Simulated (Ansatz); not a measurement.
Reaction (ligand exchange at the Si–C bond): `[SiH3]CN[SiH2]Cl` + `[OH][In]([F])[SH]` → `[F][In]([SH])[O][SiH3]` + `CN[SiH2]Cl`

Isolated molecules relaxed with PBE0-D4/def2-TZVP in Ansatz; ΔE leaves out vibrations. CCSD(T)/CBS adds triple-zeta CCSD(T) − MP2 to the extrapolated MP2 energy (def2 sets, frozen cores). DFT in def2-TZVPP. Elements past krypton have def2 core potentials. For In outer-core shells are correlated without core-valence functions, which leaves a few kJ/mol of doubt a bond. Each species was taken in one conformer, which may not be the lowest.

| level | ΔE (kcal/mol) |
| --- | --- |
| PBE0-D4 | -24.6 |
| SCS-MP2/def2-TZVPP | -29.0 |

Q: What does CCSD(T)/CBS give? (Estimate.)

A: Ansatz gave: -27.4 kcal/mol. The listed levels differ from it by 2.8, -1.6 kcal/mol.

Largest T1 diagnostic among the species: 0.016.

From PBE to PBE0 (25 % exact exchange), in def2-TZVPP and without D4, ΔE moves by −2.1 kcal/mol. In def2-TZVPP, CCSD(T) changes the Hartree–Fock value by +6.2 kcal/mol (the triples alone add +0.8 kcal/mol) and MP2 by +5.8 kcal/mol. The D4 term adds +0.8 kcal/mol with B3LYP and +0.5 kcal/mol with PBE0; it sums over pairs of atoms, weighted by their polarisabilities, and B3LYP, whose exchange is more repulsive, gets the larger term.

B3LYP here is the variant with VWN-RPA as its local correlation; programs differ in this.
